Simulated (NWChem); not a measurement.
Molecule: C2H4N2Si; SMILES N#C/N=C\[SiH3]

All runs: NWChem. All runs use the structure optimised with PBE0/def2-SVP. Total energies compare along this basis series because the functional is fixed.

```tsv
level	basis functions	energy (Ha)	highest occupied level (eV)	orbital gap (eV)	dipole (D)	relative time
Hartree-Fock/pcseg-1	94	-475.7644	-11.45	12.38	5.38	3
Hartree-Fock/aug-pcseg-1	155	-475.7801	-11.40	11.93	5.26	10
Hartree-Fock/pcseg-2	210	-475.9074	-11.39	12.31	5.26	20
Hartree-Fock/STO-3G	33	-470.1436	-8.77	14.16	4.07	1
Hartree-Fock/def2-SVP	94	-475.6008	-11.37	12.52	5.04	4
```

Relative times are rough (shared machine, one core).
